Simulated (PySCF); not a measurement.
Au2, SMILES [Au][Au], multiplicity 1. Atoms are numbered in the order given.

```xyz
2

Au     0.0000     0.0000    -1.2773
Au     0.0000     0.0000     1.2773
```

Geometry optimised at B3LYP-D3(BJ)/def2-TZVPD. The spin state was assumed, not searched. The def2 effective core potentials stand for the cores of Au; spin–orbit coupling is left out.

The numbers are results of B3LYP-D3(BJ)/def2-TZVPD (PySCF), not measurements.

Frequencies are harmonic and unscaled.

```csv
mode,ν (cm⁻¹),IR (km/mol),moving atoms (share of kinetic energy)
1,167,0.0,Au 100 %
```
